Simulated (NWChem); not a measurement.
Species: CH3ClSi, singlet; SMILES [Si](Cl)C

Computed with NWChem. Low-valent species are run as closed-shell singlets; no triplet was tried in these runs. The geometry was optimised at PBE0/def2-SVP. Level: PBE0/def2-SVP with SMD (1 M gas to 1 M solution), gas-phase geometry. Reactions with the solvent are ignored.

Task: What does the run give for solvent water? Quantities: solvation free energy (kcal/mol); cavity-dispersion-structure term (kcal/mol); dipole in solution (D).

Result: 
```
Quantity                                     Result
-------------------------------------------  ------
solvation free energy (kcal/mol)               -1.0
cavity-dispersion-structure term (kcal/mol)     1.7
dipole in solution (D)                         2.38
```
